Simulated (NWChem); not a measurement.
System: Si₂NH₅F₂; SMILES N([SiH2]F)[SiH2]F

```xyz
10

Si    -0.3289     1.3839    -0.0875
F      0.8394     2.3826    -0.6181
N      0.3393    -0.0679     0.5677
Si     0.4816    -1.6150    -0.1872
F     -0.7050    -2.6168     0.2945
H     -1.0597     2.1307     0.9683
H     -1.1697     1.0216    -1.2553
H      0.6940    -0.0037     1.5197
H      1.7556    -2.2638     0.2159
H      0.3406    -1.4299    -1.6529
```
Atoms are numbered in this order, from 1.

Results from NWChem. The geometry was optimised at PBE0/def2-SVP. Level: M05-2X/def2-SVP with SMD (1 M gas to 1 M solution), gas-phase geometry. Reactions with the solvent are ignored.

Problem. Predict the results for solvent chloroform. Quantities: solvation free energy (kcal/mol); cavity-dispersion-structure term (kcal/mol); dipole in solution (D).

Solution. 
```
Quantity                                     Result
-------------------------------------------  ------
solvation free energy (kcal/mol)               -4.1
cavity-dispersion-structure term (kcal/mol)     0.1
dipole in solution (D)                         1.23
```
